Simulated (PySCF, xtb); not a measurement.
Al(H)2(NH2) (AlH₄N), SMILES [AlH2][NH2].

GFN2-xTB run with xtb at its own geometry gives an orbital gap of 5.02 eV and a dipole moment of 2.00 D.

Coordinates come from a B3LYP-D3(BJ)/def2-TZVP optimisation.

**Question.** What does PBE/def2-TZVPD (PySCF) give? (The exact figures need the calculation; the answer reports its results.)

**Answer.** gap 4.81 eV (levels -6.27 and -1.46 eV), dipole 1.21 D.
